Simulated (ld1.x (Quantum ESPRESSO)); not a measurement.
What one change does to a pseudopotential (Tl, TM)

ld1.x (Quantum ESPRESSO) 7.5 input, shortened:

```
&input
   title='Tl', zed=81., rel=1, dft='PBE', iswitch=3,
   config='[Xe] 4f14 5d10 6s2 6p0.5'
 /
 &inputp
   pseudotype=2, tm=.true., lloc=0,
   nlcc=.false.
 /
2
6P  2  1   0.50   0.00  2.65  2.65  0.0
6S  1  0   2.00   0.00  1.90  1.90  0.0
 &test
   configts(1)='6s2 6p0.5'
 /
```

All-electron outer shells of the reference configuration (PBE, scalar-relativistic, ld1.x):

```
shell  level (eV)  outermost node (bohr)  outermost maximum (bohr)
   5d      -18.89                   0.53                      1.11
   6s      -12.74                   1.04                      2.05
   6p       -5.11                   1.23                      2.80
```

Change: all radii scaled by about 0.77 (s 1.46, p 2.04 bohr).

Cutoffs: the cutoffs (Ry, on a coarse ladder) from which the occupation-weighted sum of valence levels, in a spherical-Bessel basis at the reference potential, stays within 10 and 1 mRy of its value at 400 Ry; they do not see the model core or the augmentation charge, which bear on the density cutoff. Errors are all-electron minus pseudo energies relative to the spin-unpolarised reference configuration.

Problem. How do hardness, ghosts and transferability respond?

Solution. The potential gets harder (21 Ry and 40 Ry → 90 Ry and 160 Ry); a bound ghost appears in p, which as a rule spoils a file; the s channel binds one level more than in the base; of the 7 tests that both files solve, the error grows in 3 and shrinks in 0 by more than 15 % and 0.3 meV (median size 25.8 → 26.6 meV). A smaller radius makes the pseudo-wave follow the all-electron one further in, where it bends more sharply, so more plane waves are needed. That the errors move this way runs against the usual rule that smaller radii transfer better.

| quantity | base | changed |
| --- | --- | --- |
| cutoff, loose | 21 Ry | 90 Ry |
| cutoff, tight | 40 Ry | 160 Ry |
| loose cutoff by channel (10 mRy a level) | p 6 Ry, s 18 Ry | p 18 Ry, s 80 Ry |
| bound ghosts | none | p |
| error for 6s2 6p1, meV [ΔE -1.85 eV] | +13 | +13 |
| error for 6s2 6p0, meV [ΔE 3.31 eV] | +18 | +19 |
| error for 6s1 6p0, meV [ΔE 24.09 eV] | +97 | +133 |
| error for 6s1 6p1, meV [ΔE 11.59 eV] | +10 | +16 |
| error for 6s1 6p2, meV [ΔE 5.55 eV] | +93 | +96 |
| error for 6s0 6p3, meV [ΔE 13.36 eV] | +291 | +370 |
| error for 6s2 6p1.3, meV [ΔE -2.35 eV] | +26 | +27 |

 A true bound ghost makes a file unfit for plane-wave use even where its test errors are small: the radial tests pick states by their node count and pass the ghost by.
